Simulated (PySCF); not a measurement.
Molecule: `InChI=1S/C6H11F/c7-5-4-6-2-1-3-6/h6H,1-5H2`.

Geometry (Å), atoms numbered from 1 in this order:
```xyz
18

F     2.864   -0.349    0.875
C     2.325    0.407   -0.139
C     1.111   -0.291   -0.737
C    -0.033   -0.391    0.263
C    -1.343   -1.009   -0.259
C    -2.122    0.176    0.329
C    -0.796    0.906    0.590
H     3.119    0.541   -0.881
H     2.055    1.372    0.302
H     0.792    0.271   -1.617
H     1.401   -1.295   -1.055
H     0.325   -0.890    1.164
H    -1.381   -1.046   -1.346
H    -1.596   -1.991    0.135
H    -2.654   -0.079    1.244
H    -2.812    0.674   -0.350
H    -0.662    1.298    1.596
H    -0.603    1.702   -0.127
```

Frames of a GFN2-xTB Langevin trajectory at 600 K; GIAO PBE0/pcSseg-1 shieldings in PySCF 2.14.0 with density-fitted response routines, gas phase, non-relativistic; equivalent atoms averaged within each frame.

References, each an isolated molecule treated in the same way: 19F (σ = 170.95 ppm) against CFCl3; 13C (σ = 186.93 ppm), 1H (σ = 31.72 ppm) against TMS. The references are static minima.

Problem. How do the shifts (ppm) fluctuate along the trajectory?

Solution. 
```
         time (fs)      F1    C2    C3    C4  C5/C7    C6  H8/H9   H12  H10/H11  H14/H17
               250  -205.8  99.7  60.9  35.3   31.4  17.5   6.33  3.39     2.74     2.53
               425  -251.1  93.1  60.1  44.7   33.4  21.2   5.19  3.66     1.67     3.50
               625  -255.3  82.9  53.4  36.9   38.7  18.7   4.52  3.89     2.23     3.74
               800  -242.3  91.0  46.8  31.6   27.9  24.0   5.40  2.17     1.62     2.38
              1000  -251.3  74.4  44.1  30.9   24.7  16.7   4.52  1.94     1.38     2.73
    mean of frames  -241.1  88.2  53.1  35.9   31.2  19.6   5.19  3.01     1.93     2.98
standard deviation    20.3   9.8   7.6   5.6    5.4   3.0   0.75  0.89     0.55     0.61
```

5 frames give an uncertainty of the mean of about the standard deviation over 2.2 at best, since frames this close in time may not be independent; classical motion lacks zero-point vibration, and the reference would need the same averaging.
